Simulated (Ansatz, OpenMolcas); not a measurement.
**GeH4O2 (SMILES [OH][GeH2][OH]): the vertical energy of the triplet above the singlet, rung by rung**

GeH4O2: 7 atoms, total charge 0, spin state singlet. SMILES: `[OH][GeH2][OH]`. The coordinates come from a PBE0-D4/def2-TZVP relaxation. This is one conformer, not always the lowest.

```csv
atom,x (Å),y (Å),z (Å)
O,-1.4913,-0.4160,-0.1739
Ge,0.0235,0.3770,0.3053
O,1.3474,-0.7989,0.4006
H,-1.6349,-0.4187,-1.1221
H,0.3634,1.4605,-0.7391
H,-0.1725,0.8631,1.7373
H,1.6256,-1.1352,-0.4538
```

Quantity: the vertical energy of the triplet above the singlet, in eV. The values are calculated.

| level | kind | program | value (eV) | less CCSD(T)/cc-pVDZ | CPU time (all runs) |
| --- | --- | --- | --- | --- | --- |
| PBE/cc-pVDZ | GGA | Ansatz | 6.48 | -0.97 | 27 s |
| B3LYP/cc-pVDZ | global hybrid | OpenMolcas | 6.91 | -0.54 | 2.1 min |
| BHLYP/cc-pVDZ | global hybrid | Ansatz | 7.16 | -0.29 | 18 s |
| wB97X/cc-pVDZ | range-separated hybrid | Ansatz | 7.55 | +0.10 | 1.9 min |
| PBE-QIDH/cc-pVDZ | double hybrid | Ansatz | 7.44 | -0.01 | 29 s |
| RPA@PBE0/cc-pVDZ | RPA | Ansatz | 7.27 | -0.18 | 48 s |
| BCCD(T)/cc-pVDZ | coupled cluster or CI | Ansatz | 7.45 | 0.00 | 1.8 min |
| CCSD(T)/cc-pVDZ, open shells restricted | coupled cluster or CI | OpenMolcas | 7.45 | 0.00 | 2 min |

CCSD(T)/cc-pVDZ, open shells restricted is the highest level here, not the true value. All-electron rows without a relativistic Hamiltonian named are non-relativistic. The values span 6.48 to 7.55 eV. A triplet this far above the singlet is often a Rydberg-like or dissociative state; sets without diffuse functions put Rydberg states too high. In the correlated wave-function rows the outer d shell of Ge is correlated, in sets not made for it. CPU times are rough (shared hosts, several kinds of processor and program).
